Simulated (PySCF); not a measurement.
## PmF: frontier orbitals

r²SCAN at R = 2.056 Å; PySCF, spin-free X2C with a Gaussian nucleus, basis sets Pm x2c-SVPall, F x2c-SVPall. State: septet, about 5.0 electrons in the 4f shell (Mulliken), real f orbitals that mix terms. Only the outer orbitals are listed, counted within each symmetry.

```tsv
spin	orbital	occ.	ε (eV)	on Pm (%)	main shells (%)
α	15σ	1	-3.33	100	88 Pm s
α	1φ	1	-3.25	100	100 Pm f
α	8π	1	-2.38	100	96 Pm f
α	8π	1	-2.38	100	96 Pm f
α	3δ	1	-1.74	100	100 Pm f
α	3δ	1	-1.73	100	100 Pm f
α	4δ	0	-1.40	100	100 Pm d
α	4δ	0	-1.40	100	100 Pm d
α	9π	0	-1.12	99	59 Pm p, 40 Pm d
β	15σ	0	-1.70	100	91 Pm s
β	3δ	0	-0.08	100	100 Pm d
β	3δ	0	-0.08	100	100 Pm d
```

Task: Which are the highest filled and the lowest empty level, where do they sit, and how wide is the gap?

Result: Highest filled α 3δ at -1.73 eV (in %: 100 Pm f); lowest empty β 15σ at -1.70 eV (in %: 91 Pm s); the gap at r²SCAN is 0.03 eV.

| Quantity | Value |
| --- | --- |
| bond order (Mayer) | 1.07 |
| ⟨S²⟩ | 12.007 |
| charge on Pm (Mulliken, basis-dependent) | 0.40 |
| charge on Pm (Löwdin, basis-dependent) | 0.16 |
| dipole moment (positive dipole means Pm(−)F(+)) | -3.09 D |

Spin–orbit coupling is left out. With d or f electrons several states lie close, and the lowest PBE0 determinant need not be the measured ground state.
